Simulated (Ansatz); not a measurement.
Ansatz results at the PBE0-D4/def2-TZVP geometry: HOMO–LUMO gap (B3LYP/def2-TZVPP) 5.19 eV; HOMO energy (PBE/def2-TZVPP) -6.35 eV; HOMO–LUMO gap (PBE/def2-TZVPP) 3.66 eV.

Each molecule was computed in one conformer, which needn't be the lowest.

Task: Which molecule gave them?
A. `[F][Zr]([F])([F])[Br]`
B. `[OH][Zr]([SH])([SH])[SH]`
C. `C#[C][Zr]([OH])([F])[Cl]`
D. `[NH2][Zr]([OH])([Cl])[Cl]`

Result: B. The others give `C#[C][Zr]([OH])([F])[Cl]`: 5.89, -7.14, 4.36; `[F][Zr]([F])([F])[Br]`: 6.91, -7.93, 5.27; `[NH2][Zr]([OH])([Cl])[Cl]`: 6.15, -6.59, 4.39.

B3LYP here is the variant with VWN-RPA as its local correlation; programs differ in this.
